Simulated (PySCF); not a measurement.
# Removing an electron from `C=CC[CH]([GeH3])[GeH3]`

Compound: C4H12Ge2.
Geometry (PBE0-D3(BJ)/def2-SVP, Å), atoms numbered from 1 in this order:
```
atom  x, y, z in Å
C1     2.9497   -0.0037   -0.6293
C2     1.8708    0.3444    0.0729
C3     0.7065   -0.5528    0.3603
C4    -0.6076   -0.0940   -0.2972
Ge5   -1.2060    1.6909    0.2827
Ge6   -2.0394   -1.4115   -0.0100
H7     3.7635    0.7029   -0.8116
H8     3.0607   -1.0116   -1.0439
H9     1.8070    1.3677    0.4663
H10    0.9539   -1.5759    0.0273
H11    0.5602   -0.6135    1.4550
H12   -0.4643   -0.0328   -1.3903
H13   -1.1079    1.7767    1.8198
H14   -0.3456    2.8119   -0.3325
H15   -2.6716    1.9131   -0.1388
H16   -2.4313   -1.4449    1.4816
H17   -1.5381   -2.8127   -0.4182
H18   -3.2806   -1.0493   -0.8464
```

Level: wB97X-D/def2-SVPD (PySCF). Frontier orbitals with their largest atomic shares (Löwdin; up to four atoms above 4 %):

```tsv
orbital	ε (eV)	main atoms
HOMO−3	-11.19	Ge6 23 %, Ge5 18 %, H18 15 %, H15 15 %
HOMO−2	-10.60	C4 25 %, Ge5 15 %, Ge6 10 %, C3 10 %
HOMO−1	-9.92	C4 29 %, Ge5 16 %, Ge6 12 %, C3 9 %
HOMO	-9.40	?
LUMO	1.67	Ge5 18 %, Ge6 17 %, C1 13 %, C2 10 %
LUMO+1	1.81	Ge6 23 %, C1 13 %, C2 12 %, Ge5 12 %
LUMO+2	2.15	Ge5 28 %, Ge6 20 %, H14 8 %, H13 7 %
```

Q: What vertical ionisation energy does ΔSCF give, and how far is −ε(HOMO) from it?

A: ΔSCF: 9.53 eV (919 kJ/mol; threshold wavelength 130 nm); ⟨S²⟩ of the doublet left behind is 0.761, against 0.75 for a pure doublet. −ε(HOMO) is 9.40 eV, 0.13 eV below it. In exact Kohn–Sham theory the two would be equal; wB97X-D (range-separated hybrid) comes within 0.13 eV of that here. Holes in the HOMO−1 and HOMO−2 were tried too where these lie within 1.2 eV of the HOMO; the lowest converged state counts.

Q: On which atoms does the HOMO lie?

A: C1 (terminal =CH2 carbon) 35 %, C2 (alkene CH carbon) 32 %, C4 (sp3 carbon bound to germanium) 8 %, C3 (allylic carbon) 6 %, so no atom holds as much as 40 %. The HOMO−1 lies 0.52 eV lower.

Q: What total energies stand behind the ΔSCF value?

A: E(N) = -4313.05705 Eh and E(N − 1) = -4312.70686 Eh at the same geometry, 0.35019 Eh apart.

Q: Shift the occupied levels rigidly so that −ε(HOMO) equals the ΔSCF value. What binding energies result?

A: The shift is +0.13 eV: HOMO 9.53, HOMO−1 10.05, HOMO−2 10.73, HOMO−3 11.32 eV. A rigid shift is only a rough guide to the deeper ionisations.

Isolated species at its PBE0-D3(BJ)/def2-SVP geometry (one conformer only). The calculation is non-relativistic, for germanium too.

Note: wB97X-D ran without an empirical dispersion term, which enters the total energy and its gradient alone.
